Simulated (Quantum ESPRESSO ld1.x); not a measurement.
Values are calculated unless marked as measured or tabulated.
ld1.x (Quantum ESPRESSO 7.5) input

```
 &input
    atom='Ta',
    iswitch=1,
    rel=0,
    lsd=1,
    dft='PW',
    config='[Xe] 4f14 5d4 6s2',
    isic=1,
    prefix='ld1',
    max_out_wfc=37,
    file_charge='ld1.rho',
 /
```

Command: `OMP_NUM_THREADS=1 ld1.x < ld1.in > ld1.out`

It prints (banner and zero overlaps left out):

```
     Program LD1 v.7.5 starts

     --------------------------- All-electron run ----------------------------

     atomic number is 73.00
     dft =PW   lsd =1 sic =1 latt =0  beta=0.20 tr2=1.0E-14
     Exchange-correlation= PW
                           (   1   4   0   0   0   0   0)
     mesh =1987 r(mesh) =  99.23994 a.u. xmin = -7.00 dx = 0.00800
     1 Ry =  13.60569312 eV

     n l     nl                  e(Ry)          e(Ha)          e(eV)
     1 0     1S 1( 1.00)     -4588.2016     -2294.1008    -62425.6627
     2 0     2S 1( 1.00)      -752.7770      -376.3885    -10242.0529
     2 1     2P 1( 3.00)      -724.0004      -362.0002     -9850.5272
     3 0     3S 1( 1.00)      -171.5534       -85.7767     -2334.1029
     3 1     3P 1( 3.00)      -157.3203       -78.6602     -2140.4524
     4 0     4S 1( 1.00)       -34.0663       -17.0332      -463.4963
     4 1     4P 1( 3.00)       -28.0690       -14.0345      -381.8980
     3 2     3D 1( 5.00)      -131.1233       -65.5617     -1784.0239
     5 0     5S 1( 1.00)        -4.4363        -2.2181       -60.3583
     5 1     5P 1( 3.00)        -2.7087        -1.3543       -36.8534
     4 2     4D 1( 5.00)       -17.1606        -8.5803      -233.4824
     4 3     4F 1( 7.00)        -2.9711        -1.4856       -40.4240
     5 2     5D 1( 4.00)        -0.2114        -0.1057        -2.8762
     6 0     6S 1( 1.00)        -0.1415        -0.0708        -1.9254
     1 0     1S 2( 1.00)     -4588.2014     -2294.1007    -62425.6608
     2 0     2S 2( 1.00)      -752.7672      -376.3836    -10241.9194
     2 1     2P 2( 3.00)      -723.9926      -361.9963     -9850.4217
     3 0     3S 2( 1.00)      -171.5495       -85.7748     -2334.0501
     3 1     3P 2( 3.00)      -157.3164       -78.6582     -2140.3983
     4 0     4S 2( 1.00)       -34.0578       -17.0289      -463.3805
     4 1     4P 2( 3.00)       -28.0599       -14.0300      -381.7750
     3 2     3D 2( 5.00)      -131.1170       -65.5585     -1783.9372
     5 0     5S 2( 1.00)        -4.3334        -2.1667       -58.9595
     5 1     5P 2( 3.00)        -2.5896        -1.2948       -35.2331
     4 2     4D 2( 5.00)       -17.1497        -8.5748      -233.3333
     4 3     4F 2( 7.00)        -2.9540        -1.4770       -40.1907
     5 2     5D 2( 0.00)        -0.0370        -0.0185        -0.5039
     6 0     6S 2( 1.00)        -0.0479        -0.0239        -0.6514

     final scf error:  6.8E-16 reached in  60 iterations

     Etot =  -29627.516302 Ry,  -14813.758151 Ha, -403102.894797 eV
     Total magnetization:    4.00 Bohr mag.

     Ekin =   29620.415567 Ry,   14810.207783 Ha,  403006.284376 eV
     Encl =  -70577.257424 Ry,  -35288.628712 Ha, -960252.505980 eV
     Eh   =   11950.247182 Ry,    5975.123591 Ha,  162591.395908 eV
     Exc  =    -620.921626 Ry,    -310.460813 Ha,   -8448.069101 eV

     SIC information:
     Esich=    -326.254072 Ry,    -163.127036 Ha,   -4438.912778 eV
     Esicxc=    290.656930 Ry,     145.328465 Ha,    3954.588990 eV
     Esictot=   -35.597142 Ry,     -17.798571 Ha,    -484.323788 eV

     tot-Exc=  -585.324484 Ry,    -292.662242 Ha,   -7963.745313 eV
     int-Exc=  -294.667555 Ry,    -147.333777 Ha,   -4009.156323 eV
     int-Eh=  11623.993111 Ry,    5811.996555 Ha,  158152.483130 eV
```

Run on one thread of a shared host, so times are rough (Intel(R) Xeon(R) Processor @ 2.60GHz): 3.4 s of CPU time, 3.5 s wall, 60 iterations on 1987 mesh points.
